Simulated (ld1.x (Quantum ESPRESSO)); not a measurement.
**Pseudopotential generation for Ce: PAW, PBE, scalar-relativistic.**

* Element: Ce
* Generator: ld1.x (Quantum ESPRESSO) 7.5
* Type: PAW
* Functional: PBE
* Relativity: scalar-relativistic
* Frozen core: [Kr] 4d10
* Valence charge: 12
* Reference configuration: 4f1 5s2 5p6 5d1 6s0 6p0 (charge +2)
* Partial waves: 5s (bound): rcut 2.30, rcutus 2.90 bohr; 6s (bound, empty): rcut 2.30, rcutus 2.90 bohr; 5p (bound): rcut 2.20, rcutus 2.80 bohr; 6p (bound, empty): rcut 2.20, rcutus 2.80 bohr; 5d (bound): rcut 2.25, rcutus 2.65 bohr; 5d channel at 0.5 Ry: rcut 2.25, rcutus 2.65 bohr; 4f (bound): rcut 0.90, rcutus 1.20 bohr; 4f channel at 2.25 Ry: rcut 0.90, rcutus 1.20 bohr
* Local potential: all-electron potential smoothed inside 1.90 bohr (lloc = -1)
* Core correction: Bessel-smoothed model core inside 0.55 bohr
* Augmentation charge: PSQ, radius 0.95 bohr

All-electron outer shells of the reference configuration (PBE, scalar-relativistic, ld1.x):

```csv
shell,level (eV),outermost node (bohr),outermost maximum (bohr)
4p,-223.93,0.33,0.62
4d,-123.35,0.31,0.66
5s,-53.37,0.75,1.37
5p,-35.93,0.81,1.55
4f,-18.18,–,0.71
5d,-14.85,0.92,2.07
6s,-13.76,1.79,3.37
6p,-10.08,2.09,4.06
```

Task: Is the overlap operator S = 1 + Σ q|β⟩⟨β| positive definite (Bessel basis up to 400 Ry)?

Result: No: its lowest eigenvalue is -0.097, in the p channel, so the generalised eigenproblem breaks down once the basis is large enough.

Its largest configuration-test error is +7.2 meV (4f1 5s2 5p6 5d1 6s2 6p0). Test run stopped at test 3 of 7 (negative rho).

The ghost test of this file was not conclusive. Its overlap operator is not positive definite in a basis up to 400 Ry (lowest eigenvalue p -0.10), so the file is unfit for use: the generalised eigenproblem breaks down once the basis is large enough, and its test numbers describe a broken file.
